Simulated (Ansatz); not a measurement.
Born–Oppenheimer molecular dynamics of ClH₃OSn (6 atoms, charge 0, multiplicity 1). It starts from a relaxed structure.

All numbers below come from RKS PBE0-D4/def2-SVP (Ansatz).

```json
{
  "ensemble": "NVT, Langevin thermostat",
  "time step": "0.5 fs",
  "steps asked": "250",
  "set temperature": "3000 K",
  "friction": "0.05 /fs",
  "seed": "951703"
}
```

First frame:

```xyz
6
Properties=species:S:1:pos:R:3
Sn 0.004 0.029 -0.041
O 0.018 -0.075 1.932
H -0.861 -0.198 2.309
H 1.641 -0.058 -0.488
H -0.917 1.363 -0.581
Cl -1.108 -1.890 -0.835
```

How far do the bonds stretch over the last three quarters of this one trajectory? (Pairs bonded in most of those frames.)


| bond | mean (Å) | spread (Å) | shortest | longest |
| --- | --- | --- | --- | --- |
| Sn1–O2 | 2.003 | 0.082 | 1.91 | 2.17 |
| Sn1–H4 | 1.713 | 0.075 | 1.57 | 1.89 |
| Sn1–H5 | 1.743 | 0.125 | 1.52 | 1.99 |
| Sn1–Cl6 | 2.741 | 0.214 | 2.17 | 2.99 |
| O2–H3 | 0.999 | 0.070 | 0.86 | 1.14 |

Mean temperature of the second half: 2984 K. A run of 0.12 ps of so small a system gives no equilibrium averages.

Time of the run: 3.7 min on 2 threads of Intel(R) Xeon(R) 6975P-C (Granite Rapids), on a shared host, peak memory 0.16 GiB.
